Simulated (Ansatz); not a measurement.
Frontier orbitals of Ge3H10Si (`[SiH3][GeH2][GeH2][GeH3]`).

Charge 0, multiplicity 1. Correlated methods include outer-core shells of Ge, which these sets cover unevenly. Scalar relativity is left out up to krypton. Geometry: relaxed with PBE0-D4/def2-TZVP. It is one conformer, not always the lowest. Basis def2-TZVPP, the Gaussian-basis code of Ansatz.

(1) Compute the vertical ionisation energy as the energy of the cation minus that of the neutral molecule, at each level. (Estimate.)

## Answers

(1) Ansatz gave: 
| level | IE (eV) | difference from CCSD(T)/def2-TZVPP |
| --- | --- | --- |
| PBE-D4/def2-TZVPP | 9.16 | -0.38 |
| r2SCAN-D4/def2-TZVPP | 9.27 | -0.27 |
| PBE0-D4/def2-TZVPP | 9.38 | -0.17 |
| B3LYP-D4/def2-TZVPP | 9.38 | -0.16 |
| ωB97X-V/def2-TZVPP | 9.53 | -0.01 |
| ωB97M-V/def2-TZVPP | 9.47 | -0.07 |
| B2PLYP/def2-TZVPP | 9.39 | -0.15 |
| HF/def2-TZVPP | 8.82 | -0.73 |
| MP2/def2-TZVPP | 9.61 | 0.07 |
| CCSD/def2-TZVPP | 9.53 | -0.02 |
| CCSD(T)/def2-TZVPP | 9.54 | 0.00 |
| HF/def2-QZVPP | 8.77 | -0.77 |
| MP2/def2-QZVPP | 9.63 | 0.09 |

B3LYP here is the variant with VWN-RPA as its local correlation; programs differ in this.
